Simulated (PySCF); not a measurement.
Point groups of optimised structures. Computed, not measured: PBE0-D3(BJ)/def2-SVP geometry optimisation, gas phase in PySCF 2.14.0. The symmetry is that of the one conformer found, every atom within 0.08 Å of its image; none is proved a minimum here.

**Question.** Point group, rotor type and polarity of `[CH:1]1=[CH:2][C:3]2([CH:4]=[CH:5]1)[CH2:6][CH2:7]2`?

**Answer.** C2v; asymmetric top; symmetry number 2; 4 operations, which sort the 15 atoms into 7 sets; dipole 1.12 D, along a, the twofold axis; heavy atoms equivalent by symmetry: C1/C5, C2/C4, C6/C7.

**Question.** SnHMe2F, `[H][Sn]([CH3])([CH3])[F]`: symmetry, top, dipole?

**Answer.** Cs; asymmetric top; symmetry number 1; 2 operations, which sort the 11 atoms into 7 sets; dipole 3.17 D, in the bc plane, which is the mirror.

**Question.** `BBr`: symmetry, top, dipole?

**Answer.** C2v; near-prolate asymmetric top; symmetry number 2; 4 operations, which sort the 4 atoms into 3 sets; dipole 0.43 D, along a, the twofold axis; A, B, C = 222456, 11410, 10853 MHz.
